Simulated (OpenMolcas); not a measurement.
Computed levels of 2s² 2p in ions with 5 electrons, in cm-1 above ²P°_1/2.

| Item | Value |
| --- | --- |
| Program | OpenMolcas |
| Method | RASSCF |
| Basis | ANO-RCC-VQZP |
| Scalar Hamiltonian | DKH2, point nucleus |
| Spin-orbit coupling | RASSI with atomic mean-field integrals over the reference wave functions, term energies averaged over their components |

Active space for each ion: 3 electrons in 9 orbitals (RAS2 2s 2p; RAS3 3d, at most 2 electrons).

```json
{"Level": "²P°_3/2", "N2+": "158", "F4+": "685", "Ne5+": "1204"}
```

Task: Estimate ²P°_3/2 for O3+ from its neighbours N2+ and F4+.

Result: ²P°_3/2 is fine structure, which grows about as the fourth power of a screened charge, so the fourth roots are averaged: ((158^0.25 + 685^0.25) / 2)^4 = 352. The calculation gives 351, so the estimate is off by +0.3 %; the measured value is 386 (Moore, Selected Tables of Atomic Spectra, NSRDS-NBS 3, section 10).

Active for correlation alone: 3d; no level in the range computed is led by a configuration that fills it, so any true level of that kind is missing. Computed and measured levels are paired by configuration, term and J; levels that our copy of the source lacks, or whose pairing is in doubt (as where it misses far off the trend of its configuration), stay unpaired and out of the deviations. Levels of configurations outside the active space are missing.

° marks odd parity.
